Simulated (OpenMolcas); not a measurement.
Computed levels of 4d5 in ions with 41 electrons, in cm-1 above 6S 5/2.

```json
{"Program": "OpenMolcas", "Method": "MS-CASPT2, IPEA 0.25 Eh, imaginary shift 0.1 Eh", "Basis": "ANO-R2", "Scalar Hamiltonian": "X2C, finite nucleus", "Spin-orbit coupling": "state interaction with AMFI integrals over the reference wave functions, term energies averaged over their components"}
```

Active space for each ion: 5 electrons in 10 orbitals (4d 5d); closed shells correlated by CASPT2: 4s 4p.

```json
{"Level": "4G 5/2", "Tc2+": "20860", "Rh4+": "26670", "Ag6+": "31170"}
{"Level": "4G 7/2", "Tc2+": "21020", "Rh4+": "27040", "Ag6+": "32020"}
{"Level": "4G 11/2", "Tc2+": "21130", "Rh4+": "27220", "Ag6+": "32350"}
{"Level": "4G 9/2", "Tc2+": "21140", "Rh4+": "27280", "Ag6+": "32510"}
{"Level": "4P 3/2", "Tc2+": "23240", "Rh4+": "29870", "Ag6+": "34870"}
{"Level": "4P 1/2", "Tc2+": "23720", "Rh4+": "30810", "Ag6+": "36440"}
{"Level": "4D 7/2", "Tc2+": "24780", "Rh4+": "32180", "Ag6+": "38250"}
{"Level": "4D 1/2", "Tc2+": "25270", "Rh4+": "33320", "Ag6+": "40310"}
{"Level": "4D 3/2", "Tc2+": "25680", "Rh4+": "34050", "Ag6+": "41410"}
```

Question: Estimate 4G 5/2, 4G 7/2 for Pd5+ from its neighbours Rh4+ and Ag6+.

Answer: 4G 5/2 is another term, which grows about linearly with the charge: (26670 + 31170) / 2 = 28920. The calculation gives 28730, so the estimate is off by +0.7 %.
4G 7/2 is another term, which grows about linearly with the charge: (27040 + 32020) / 2 = 29530. The calculation gives 29330, so the estimate is off by +0.7 %.

Mixed levels, with the weight of the term that names them: Tc2+ 4P 3/2 (63 %), Tc2+ 4D 3/2 (63 %), Rh4+ 4P 3/2 (57 %), Rh4+ 4P 1/2 (69 %), Rh4+ 4D 1/2 (70 %), Rh4+ 4D 3/2 (57 %), Pd5+ 4P 3/2 (55 %), Pd5+ 4P 1/2 (68 %), Pd5+ 4D 1/2 (69 %), Pd5+ 4D 3/2 (55 %), Ag6+ 4P 3/2 (54 %), Ag6+ 4P 1/2 (67 %), Ag6+ 4D 1/2 (68 %), Ag6+ 4D 3/2 (53 %).

CASPT2 breaks the degeneracy within a term, and the mean is taken; among the terms shown or strongly mixed into the levels shown the widest spread is 280 cm-1 (4d5 4G, Pd5+). Active for correlation alone: 5d; no level in the range computed is led by a configuration that fills it, so any true level of that kind is missing. Only configurations of the active space appear.
